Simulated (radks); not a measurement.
Values are calculated unless marked as measured or tabulated.
Question: Coulomb parameter of the 4d shell of neutral technetium in the model configuration [Kr] 4d3.5 5s2 5p1.5, as a second difference U = [E(n + 0.5) + E(n - 0.5) - 2 E(n)] / (0.5)^2 with all orbitals relaxed. "Bare": the charge of the atom changes with n. "Screened": the 5p shell takes up the change at fixed total charge, which measures U(4d,4d) + U(5p,5p) - 2 U(4d,5p). Code: a radial shooting solver on a logarithmic mesh with Libxc functionals. Model: Dirac Kohn-Sham, LDA (Slater exchange, Perdew-Wang correlation), spin-unpolarised, spherical densities, finite nucleus; open shells are shared between the two j in proportion to 2j + 1; Fermi nuclear charge, rms radius 4.4112 fm. Estimate both.

Answer: U(bare) = 9.734 eV, U(screened by 5p) = 2.891 eV, against the Slater integral F0(4d,4d) = 15.633 eV with frozen orbitals. The step up makes a negative ion, whose loosely bound charge lowers the bare value.
